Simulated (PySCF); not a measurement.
# Computed properties of Si(H)(F)(OH)(OMe) (CH5FO2Si), SMILES CO[SiH](O)F

Si(H)(F)(OH)(OMe) (CH5FO2Si), SMILES CO[SiH](O)F. The structure is a stationary point at PBE0-D3(BJ)/def2-SVP. The structure was generated by enumeration, and PubChem lists no compound with its InChIKey, so it may never have been made. Other conformers were not sampled. All values are computed for the isolated molecule unless a solvent is named; none is compared with measurement here.

**Structure.** All 24 harmonic modes at PBE0-D3(BJ)/def2-SVP (PySCF) are real, so it is a minimum. With heavy atoms numbered as in [SiH:1]([OH:2])([F:3])[O:4][CH3:5], the shortest bond between them is O4–C5 at 1.404 Å and the longest Si1–O4 at 1.643 Å.

**Vibrations.** The strongest infrared lines (harmonic, unscaled, degenerate partners summed) lie at 916 cm⁻¹ (256 km/mol, Si 42 %, H 25 %, F 17 %, O 13 %), 1232 cm⁻¹ (238 km/mol, O 43 %, C 28 %, H 26 %), 995 cm⁻¹ (202 km/mol, Si 49 %, O 33 %, F 9 %). The softest mode is at 64 cm⁻¹ and the zero-point energy is 43.3 kcal/mol.

**Electronic structure.** HF/def2-TZVP (PySCF) places the frontier levels at -12.69 and 3.69 eV, a gap of 16.38 eV, and gives a dipole moment of 1.82 D and a mean polarisability of 37.7 bohr³. PBE/def2-TZVP (PySCF) at the same geometry gives -7.07 and -0.10 eV, so its gap is 9.41 eV narrower. An orbital gap is neither the optical nor the fundamental gap.

**Excitations.** TDDFT-ωB97X/def2-SVPD (PySCF) has S1 at 8.51 eV (146 nm, f = 0.002, weak); the most intense of the 10 singlets computed lies at 9.48 eV (f = 0.09). T1 (TDA) is at 8.29 eV. TDDFT-PBE/def2-SVPD (PySCF) puts S1 at 6.76 eV. No vertical singlet excitation falls in the visible range (under 3.1 eV).

**NMR.** GIAO shifts at HF/pcSseg-1 (PySCF) (non-relativistic, atoms alike by connectivity averaged): ¹³C at 48.7 ppm against TMS; ¹H from 2.8 to 4.1 ppm against TMS; ²⁹Si at -60.5 ppm against TMS; ¹⁹F at -118.6 ppm against CFCl3.
